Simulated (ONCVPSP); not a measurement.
## What one change does to a pseudopotential (magnesium (Mg), ONCV)

```json
{
 "Element": "Mg",
 "Generator": "ONCVPSP 4.0.1",
 "Type": "optimised norm-conserving Vanderbilt (ONCV)",
 "Functional": "LDA (Perdew-Zunger)",
 "Relativity": "scalar-relativistic",
 "Frozen core": "[He]",
 "Valence charge": "10",
 "Reference configuration": "2s2 2p6 3s2",
 "Partial waves": "2s+3s: rc 1.20 bohr, ncon 4, nbas 7, qcut 7.5 1/bohr, 2 projectors; 2p: rc 0.65 bohr, ncon 3, nbas 7, qcut 19.1 1/bohr, 2 projectors, debl 2.5 Ha",
 "Local potential": "polynomial inside 0.60 bohr (lpopt 5, dvloc0 0 Ha)",
 "Core correction": "polynomial model core, fcfact 0.25"
}
```

Change: p: rc 0.48; local potential polynomial inside 0.48 bohr (lpopt 5, dvloc0 0 Ha).

Cutoffs: the cutoffs (Ha) at which the residual kinetic energy of the hardest occupied pseudo-wave falls to 1 and 0.1 mHa per electron; they do not see the model core or the augmentation charge, which bear on the density cutoff. Errors are all-electron minus pseudo energies relative to the spin-unpolarised reference configuration.

Predict the effect on cutoff, ghosts and configuration errors.

The potential gets harder (138 Ha and 159 Ha → 177 Ha and 654 Ha); of the 4 tests that both files solve, the error grows in 0 and shrinks in 1 by more than 15 % and 0.3 meV (median size 0.4 → 0.3 meV); neither file shows a bound ghost. A smaller radius makes the pseudo-wave follow the all-electron one further in, where it bends more sharply, so more plane waves are needed.

```tsv
quantity	base	changed
cutoff, loose	138 Ha	177 Ha
cutoff, tight	159 Ha	654 Ha
loose cutoff by channel	s 21 Ha, p 138 Ha	s 21 Ha, p 177 Ha
bound ghosts	none	none
GHOST(+) flags under 300 eV	none	none
error for 2s2 2p6 3s1, meV [ΔE 8.07 eV]	-0.1	-0.1
error for 2s2 2p6 3s0, meV [ΔE 23.12 eV]	-0.7	-0.5
error for 2s2 2p6 3s1.5, meV [ΔE 3.19 eV]	0.0	0.0
error for 2s2 2p5 3s2, meV [ΔE 58.65 eV]	+48	+31
s: phases at 1.22 bohr within 0.05 rad from the reference energy up to (Ha; the scan ends near 5)	to the end of the scan	to the end of the scan
rms error of d²Exc/dni dnj with the model core, mHa	1.50	1.46
```
